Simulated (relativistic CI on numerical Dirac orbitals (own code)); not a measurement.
# Re62+: q coefficients and field-shift factors

Method of calculation: Dirac-Coulomb-Breit CI, orbitals from a KLI potential per configuration, derivatives by finite differences, unscaled Slater integrals, QED left out (own radial code, finite nucleus).

CI space (outside the closed core [Ne]): 3s²3p, 3s²3d, 3s3p², 3p³, 3s3p3d, 3p3d², 3s3d², 3p²3d. Levels of other configurations are missing.

With x = (α/α₀)² − 1 an excitation energy changes as ω = ω₀ + qx; K = 2q/ω₀ is the relative enhancement. Terms are leading LS components, so labels can repeat. The field-shift factor is F = δν/δ⟨r²⟩ for the transition from the lowest level.

Lowest level 3s²3p ²P°1/2.

| Level | ω₀ (cm⁻¹) | q (cm⁻¹) | F (GHz/fm²) |
| --- | --- | --- | --- |
| 3s3p² ⁴P1/2 | 1422697 | 378800 | -8230 |
| 3s²3p ²P°3/2 | 3124873 | 3.847e+06 | -656 |
| 3s3p² ⁴P3/2 | 4292564 | 4.178e+06 | -8690 |
| 3s3p² ²D5/2 | 4444760 | 4.194e+06 | -8640 |
| 3s3p² ²D3/2 | 4612753 | 4.145e+06 | -7080 |
| 3s3p² ²P1/2 | 4706508 | 4.205e+06 | -8850 |
| 3s²3d ²D3/2 | 5069061 | 4.037e+06 | -2460 |
| 3s²3d ²D5/2 | 5687195 | 4.691e+06 | -797 |
| 3s3p3d ⁴F°3/2 | 5989846 | 4.378e+06 | -12000 |
| 3s3p3d ⁴F°3/2 | 6096137 | 4.409e+06 | -12300 |
| 3s3p3d ⁴F°5/2 | 6181669 | 4.292e+06 | -8760 |
| 3s3p3d ⁴D°1/2 | 6405378 | 4.333e+06 | -8740 |
| 3s3p3d ⁴D°3/2 | 6466236 | 4.404e+06 | -9680 |
| 3s3p3d ⁴P°5/2 | 6883366 | 5.009e+06 | -8700 |
| 3s3p3d ⁴F°7/2 | 7004177 | 5.044e+06 | -8730 |
| 3s3p3d ²F°5/2 | 7089949 | 5.048e+06 | -8790 |
| 3s3p3d ²D°3/2 | 7133052 | 5.045e+06 | -9280 |
| 3s3p² ⁴P5/2 | 7518366 | 8.002e+06 | -9310 |
| 3p²3d ²D3/2 | 7774673 | 4.704e+06 | -16800 |
| 3s3p² ²S1/2 | 7830493 | 8.038e+06 | -9370 |
| 3s3p² ²P3/2 | 7891651 | 7.994e+06 | -9520 |
| 3p²3d ²D5/2 | 8606938 | 5.409e+06 | -16900 |
| 3p³ ²D°5/2 | 9067212 | 8.278e+06 | -14500 |

At this charge energies of transitions that change n are usually good to better than 1 %, and those within a shell (Δn = 0) to a few per cent.

Problem. Which transition from the lowest level has the largest |K|?

Solution. 3s²3p ²P°3/2 at 3124873 cm⁻¹, K = 2.46.
